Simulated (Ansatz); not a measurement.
Species: H₂InS, SMILES `[SH][InH]` (H–S–In–H torsion 1°) (charge 0, multiplicity 2).

Problem. Give a relaxed geometry from B3LYP-D3(BJ)/def2-TZVP in Ansatz (a quantum-chemistry and plane-wave program).

Solution. This is not unique; one that fits is the end point of this relaxation, one of several conformers (outside a Z-matrix the atoms follow the SMILES, hydrogens last).
Cartesian coordinates (Å) in one orientation:
```xyz
4

S     -1.448    -0.674     0.018
In     1.009    -0.774     0.050
H     -1.448     0.672    -0.035
H      1.887     0.776    -0.033
```
